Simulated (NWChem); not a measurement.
## Correlation energy of Te (+1)

```
Te
```
Charge +1, spin multiplicity 4.

The numbers come from NWChem runs, not from measurements.

Basis set: def2-SVP. Each correlation energy counts from its own Hartree-Fock reference.

Effective core potentials replace the inner electrons of Te; spin-orbit coupling is left out. The correlated methods keep 4 core orbitals frozen. The stability of the SCF solutions was not checked. Open-shell Hartree-Fock references start from PBE0 orbitals. Coupled-cluster values serve here as a point of comparison, not as the truth.

**Question.** One of these methods gave a correlation energy of -75.4 mHa. Which?
A) UMP2
B) SCS-UMP2
C) CCSD(T) on UHF

**Answer.** C, CCSD(T) on UHF. The others give -58.0 (SCS-UMP2), -61.9 (UMP2).
